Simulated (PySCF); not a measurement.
## Potassium: a sound run and one with changed settings

Sound run: K⁺ [Ar], K²⁺ [Ne] 3s2 3p5. Computed with PySCF 2.14 in def2-TZVP (6s4p3d, 33 functions), with the non-relativistic Hamiltonian (point nucleus). In the sound run the correlated levels freeze [Ne] 3s2. The sound run starts from symmetry-adapted Hartree-Fock orbitals and uses a fine grid where one is needed.

Changed run: the spin-free X2C one-electron Hamiltonian (Gaussian nucleus). This setting is unsound on purpose.

```
species   method  sound run (hartree)  changed run (hartree)  converged
     K⁺      UHF           -599.00603             -600.99992        yes
     K⁺     MN15           -599.67222             -601.66279        yes
     K⁺      PBE           -599.52777             -601.51994        yes
     K⁺      MP2           -599.13226             -601.12596        yes
     K⁺  CCSD(T)           -599.14299             -601.13664        yes
    K²⁺      UHF           -597.88503             -599.87882        yes
    K²⁺     MN15           -598.50365             -600.49441        yes
    K²⁺      PBE           -598.36647             -600.35865        yes
    K²⁺      MP2           -597.96832             -599.96196        yes
    K²⁺  CCSD(T)           -597.97996             -599.97356        yes
```

Ionisation energy of K⁺:

| method | sound run (eV) | changed run (eV) |
| --- | --- | --- |
| UHF | 30.504 | 30.507 |
| MN15 | 31.798 | 31.793 |
| PBE | 31.601 | 31.600 |
| MP2 | 31.673 | 31.674 |
| SCS-MP2 | 31.609 | 31.611 |
| CCSD | 31.634 | 31.635 |
| CCSD(T) | 31.647 | 31.649 |

Most of the change in total energy is the relativistic energy itself. On top of that the contraction fixes the core shape for the Hamiltonian it was made with, so the changed run is not a good calculation with the other Hamiltonian either.

For comparison, NIST gives 31.625 eV between the lowest levels.
